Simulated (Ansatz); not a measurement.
Start from `[OH][Nb]([F])(=[S])[Cl]` and change one atom or group to get `[CH3][Nb]([OH])([F])=[S]`.

Ansatz, PBE0-D4/def2-TZVP geometries, multiplicity 1. Each molecule was computed in one conformer, which needn't be the lowest.

Elements past krypton have def2 core potentials.

```json
{"property": "size of the dipole moment (PBE/def2-TZVPP) / D", "`[OH][Nb]([F])(=[S])[Cl]`": "2.35"}
{"property": "HOMO energy (PBE/def2-TZVPP) / eV", "`[OH][Nb]([F])(=[S])[Cl]`": "-7.00"}
{"property": "HOMO energy (PBE0/def2-TZVPP) / eV", "`[OH][Nb]([F])(=[S])[Cl]`": "-8.21"}
{"property": "LUMO energy (B3LYP/def2-TZVPP) / eV", "`[OH][Nb]([F])(=[S])[Cl]`": "-2.80"}
{"property": "LUMO energy (PBE/def2-TZVPP) / eV", "`[OH][Nb]([F])(=[S])[Cl]`": "-3.33"}
{"property": "HOMO energy (B3LYP/def2-TZVPP) / eV", "`[OH][Nb]([F])(=[S])[Cl]`": "-7.95"}
```

Task: What does the change do to each property? (Best estimate.)

Result: The calculation gave: 
| property | `[CH3][Nb]([OH])([F])=[S]` | shift |
| --- | --- | --- |
| size of the dipole moment (PBE/def2-TZVPP) / D | 2.52 | 0.17 |
| HOMO energy (PBE/def2-TZVPP) / eV | -6.63 | 0.37 |
| HOMO energy (PBE0/def2-TZVPP) / eV | -7.82 | 0.39 |
| LUMO energy (B3LYP/def2-TZVPP) / eV | -2.34 | 0.46 |
| LUMO energy (PBE/def2-TZVPP) / eV | -2.94 | 0.39 |
| HOMO energy (B3LYP/def2-TZVPP) / eV | -7.57 | 0.38 |

With PBE0 the HOMO rises by 0.39 eV and the LUMO rises by 0.49 eV, so the gap widens by about 0.10 eV. PBE moves the HOMO by 0.37 eV and ωB97M-V by 0.34 eV. The zero-point energy changes by 87.8 kJ/mol with +9 modes. Dipoles are sizes alone; their direction can turn.

B3LYP here is the variant with VWN-RPA as its local correlation; programs differ in this.
